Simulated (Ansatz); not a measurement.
One change: `CC(C)[O][AlH][F]` becomes `CC(C)[O][Ge][OH]`.

Ansatz, PBE0-D4/def2-TZVP geometries, multiplicity 1. Each molecule was computed in one conformer, which needn't be the lowest.

Scalar relativity is left out up to krypton.

| property | `CC(C)[O][AlH][F]` |
| --- | --- |
| HOMO–LUMO gap (PBE/def2-TZVPP) / eV | 5.63 |
| size of the dipole moment (B3LYP/def2-TZVPP) / D | 1.35 |
| LUMO energy (PBE0/def2-TZVPP) / eV | -0.40 |
| HOMO energy (B3LYP/def2-TZVPP) / eV | -8.07 |
| HOMO–LUMO gap (ωB97M-V/def2-TZVPP) / eV | 11.78 |
| HOMO energy (PBE0/def2-TZVPP) / eV | -8.27 |

(1) Give the same properties after the change, and the shifts. (An estimate is asked.)

## Answers

(1) The calculation gave: 
```csv
property,`CC(C)[O][Ge][OH]`,shift
HOMO–LUMO gap (PBE/def2-TZVPP) / eV,3.78,-1.85
size of the dipole moment (B3LYP/def2-TZVPP) / D,2.36,1.01
LUMO energy (PBE0/def2-TZVPP) / eV,-1.47,-1.07
HOMO energy (B3LYP/def2-TZVPP) / eV,-7.04,1.03
HOMO–LUMO gap (ωB97M-V/def2-TZVPP) / eV,9.91,-1.87
HOMO energy (PBE0/def2-TZVPP) / eV,-7.21,1.06
```

With PBE0 the HOMO rises by 1.06 eV and the LUMO falls by 1.07 eV, so the gap narrows by about 2.13 eV. PBE moves the HOMO by 0.82 eV and ωB97M-V by 1.23 eV. Dipoles are sizes alone; their direction can turn.

B3LYP here is the variant with VWN-RPA as its local correlation; programs differ in this.
